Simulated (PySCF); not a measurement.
C₃H₁₀O₂Si, SMILES O[Si@@H](OCC)C. Heavy atoms are numbered as in [CH3:1][CH2:2][O:3][Si@@H:4]([CH3:5])[OH:6]. Hydrogens are named by the atom that carries them.

The structure is a stationary point at PBE0-D3(BJ)/def2-SVP. The structure was generated by enumeration; whether it is a known compound was not checked. The values are those of a single conformer.

Level of theory: PBE/pcSseg-1 run with PySCF.

GIAO shieldings, no solvent; atoms alike by connectivity are averaged. δ = σ(ref) − σ: ¹³C against TMS (σ = 182.0 ppm); ¹⁷O against H2O (σ = 334.3 ppm); ²⁹Si against TMS (σ = 335.4 ppm); ¹H against TMS (σ = 31.49 ppm), references at their B3LYP-D3(BJ)/def2-TZVP geometries, non-relativistic.

| atoms | nucleus | count | δ (ppm) |
|---|---|---|---|
| C2 (CH2) | ¹³C | 1 | ? |
| C1 (CH3) | ¹³C | 1 | ? |
| C5 (CH3) | ¹³C | 1 | -0.5 |
| O3 | ¹⁷O | 1 | ? |
| O6 (OH) | ¹⁷O | 1 | 59.8 |
| Si4 (SiH) | ²⁹Si | 1 | -5.9 |
| H on Si4 | ¹H | 1 | 5.57 |
| H on C2 | ¹H | 2 | ? |
| H on O6 | ¹H | 1 | ? |
| H on C1 | ¹H | 3 | 1.50 |
| H on C5 | ¹H | 3 | 0.42 |

Question: Some entries are withheld; supply them. (The exact figures need the calculation; the answer reports its results.)

Answer: 
- C2 (CH2), δ (ppm): 63.7
- C1 (CH3), δ (ppm): 22.4
- H on O6, δ (ppm): 1.73
- O3, δ (ppm): 83.2
- H on C2, δ (ppm): 4.08
